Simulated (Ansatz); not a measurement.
Born–Oppenheimer molecular dynamics of H6SSn (8 atoms, charge 0, multiplicity 1). It starts at the highest image of a converged band. Of that band: Beside the main top the profile has a ripple of under 15 meV (maxima at images 3, 7), which may be a very shallow well or noise. Neighbouring images differ by up to 1.7 eV, so the band resolves the path poorly. A vibrational analysis at the climbing image gives one clearly imaginary mode, 1383i cm⁻¹: a first-order saddle point.

Theory: Ansatz 0.2.0, RKS B3LYP/def2-SVP.

```
ensemble                      : NVE (velocity Verlet)
time step                     : 0.5 fs
steps asked                   : 200
starting velocities drawn for : 100 K
seed                          : 8307
```

First frame:

```xyz
8
Properties=species:S:1:pos:R:3
Sn -0.189 0.020 -0.234
H -0.308 0.180 1.800
H 1.464 -0.399 0.097
H -0.334 1.651 -0.725
H -0.742 -1.174 -1.347
S -2.803 0.015 0.931
H -2.789 -1.326 1.128
H -1.286 0.161 1.739
```

(1) How far do the bonds stretch over the last three quarters of this one trajectory? (Pairs bonded in most of those frames.)

Results:

(1) 
```
  bond  mean (Å)  spread (Å)  shortest  longest
Sn1–H2     1.752       0.107      1.58     1.90
Sn1–H3     1.733       0.025      1.69     1.79
Sn1–H4     1.722       0.047      1.65     1.79
Sn1–H5     1.721       0.006      1.71     1.73
 S6–H7     1.352       0.012      1.33     1.38
 S6–H8     1.403       0.120      1.22     1.57
```

Mean temperature of the second half: 1934 K. The conserved energy stayed within 0.52 meV per atom of its start (net change 0.15 meV per atom), so the integration is sound. The kinetic energy rose, since the run started high on the potential surface and went downhill. It ends in pieces (H2S + H4Sn), so much of that is their flight and rotation, not heat. A run of 0.1 ps of so small a system gives no equilibrium averages. The orbitals stay closed-shell, which can raise the energy where a bond breaks towards radicals; this wasn't checked here.

The run took 6.1 min on 1 thread of Intel(R) Xeon(R) 6975P-C (Granite Rapids) (shared host), peak memory 0.15 GiB.
